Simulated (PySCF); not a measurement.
BrCdF. Atoms are numbered in the order given.

```xyz
3

Cd     0.0000     0.0000    -0.7249
F      0.0000     0.0000    -2.6718
Br     0.0000     0.0000     1.6812
```

Geometry optimised at B3LYP-D3(BJ)/def2-TZVP. The def2 effective core potentials stand for the cores of Cd; spin–orbit coupling is left out.

Level of theory: TDDFT-M06-2X/def2-SVPD run with PySCF 2.14.0.

Vertical excitations; the highest root listed may be one member of a degenerate set.  State labels are in the subgroup C2v.

| state | symmetry | energy (eV) | λ (nm) | f | main pairs |
|---|---|---|---|---|---|
| S1 | B1 | 5.07 | 245 | 0.015 | HOMO−1→LUMO (degenerate set) |
| S2 | B2 | 5.07 | 245 | 0.015 | HOMO→LUMO (degenerate set) |
| S3 | B1 | 6.61 | 188 | 0.019 | HOMO−4→LUMO (degenerate set) |
| S4 | B2 | 6.61 | 188 | 0.019 | HOMO−3→LUMO (degenerate set) |
| S5 | A1 | 6.71 | 185 | 0.059 | HOMO−2→LUMO 55 %, HOMO→LUMO+2 21 %, HOMO−1→LUMO+1 21 % |
| S6 | A2 | 6.79 | 183 | 0.000 | HOMO→LUMO+1 49 %, HOMO−1→LUMO+2 49 % |
| S7 | A1 | 6.88 | 180 | 0.000 | HOMO−1→LUMO+1, HOMO→LUMO+2 (degenerate set) |
| S8 | A2 | 6.89 | 180 | 0.000 | HOMO−1→LUMO+2, HOMO→LUMO+1 (degenerate set) |
| S9 | A1 | 7.75 | 160 | 0.031 | HOMO−5→LUMO 82 % |
| S10 | A1 | 8.07 | 154 | 0.915 | HOMO−2→LUMO 40 %, HOMO−1→LUMO+1 26 %, HOMO→LUMO+2 26 % |
| T1 | B1 | 4.79 | 259 | 0 | HOMO−1→LUMO (degenerate set) |
| T2 | B2 | 4.79 | 259 | 0 | HOMO→LUMO (degenerate set) |
| T3 | A1 | 5.84 | 212 | 0 | HOMO−2→LUMO 92 % |
| T4 | B2 | 6.28 | 197 | 0 | HOMO−3→LUMO 93 % |
Triplets are in the Tamm–Dancoff approximation, which puts them higher than full response would, so one can lie above its singlet here.
